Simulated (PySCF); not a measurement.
Species: C₄H₆OSSi.
Geometry (GFN2-xTB, Å), atoms numbered from 1 in this order:
```xyz
13
C4H6OSSi angstrom
O     -2.740    1.144   -0.444
Si    -2.018   -0.272   -0.123
C     -0.154   -0.054    0.003
C      0.768   -0.908    0.530
C      2.098   -0.443    0.450
C      2.183    0.774   -0.145
S      0.642    1.365   -0.613
H     -2.410    1.748   -1.104
H     -2.588   -0.636    1.166
H     -2.283   -1.247   -1.186
H      0.493   -1.851    0.968
H      2.949   -0.987    0.820
H      3.055    1.366   -0.340
```

Method: TDDFT B3LYP/def2-SVPD, vertical, gas phase, core orbitals frozen in the response (PySCF 2.14.0, density-fitted response routines).

Kohn–Sham orbitals with the atoms that hold most of them (Löwdin shares over 4%, at most four atoms; ? is withheld):

| orbital | ε (eV) | atoms |
| --- | --- | --- |
| HOMO-3 | -9.11 | O1 23%, Si2 21%, H9 17%, C3 16% |
| HOMO-2 | -8.60 | O1 41%, Si2 19%, H10 16%, C3 11% |
| HOMO-1 | -7.23 | ? |
| HOMO | -6.83 | ? |
| LUMO | ? | S7 21%, C3 21%, C6 20%, C4 14% |
| LUMO+1 | -0.38 | S7 24%, Si2 20%, O1 20%, H8 13% |
| LUMO+2 | 0.21 | S7 60%, C3 9%, C6 8%, H13 6% |

Task: Which atoms hold the HOMO-1, and with what shares?

Result: S7 (bonded to 2 C) 44%; C4 (bonded to 2 C and H) 18%; C5 (bonded to 2 C and H) 18%; C6 (bonded to C, S and H) 8%. By element: carbon 45% or more, sulfur 44%.

Task: Which atoms hold the HOMO, and with what shares?

Result: C3 (bonded to C, S and Si) 28%; C6 (bonded to C, S and H) 26%; C4 (bonded to 2 C and H) 14%; C5 (bonded to 2 C and H) 14%.

Task: What is the LUMO energy, and the HOMO–LUMO gap?

Result: ε(LUMO) = -0.99 eV; the gap is 5.84 eV (0.2145 hartree).

Task: How does S1 compare with the orbital gap of 5.84 eV?

Result: S1 is at 5.49 eV (f = 0.136), 0.35 eV below the gap, made of HOMO→LUMO (84%), HOMO→LUMO+1 (10%). Without the coupling terms of the response equations the lowest excitation would equal the gap.

Task: One configuration dominates each of S1, S2 and S8. Which, and how do the shares of the two leading atoms of either orbital change from the occupied to the empty one?

Result: 
- S1 (5.49 eV, f 0.136), HOMO→LUMO (84%): C3 28% → 21%, C6 26% → 20%, S7 at most 14% → 21%
- S2 (5.59 eV, f 0.024), HOMO→LUMO+1 (71%): C3 28% → at most 14%, C6 26% → at most 14%, S7 at most 14% → 24%, Si2 at most 14% → 20%
- S8 (6.67 eV, f 0.0027), HOMO-2→LUMO (87%): O1 41% → at most 14%, Si2 19% → at most 14%, S7 at most 12% → 21%, C3 11% → 21%

One conformer stands for the species.
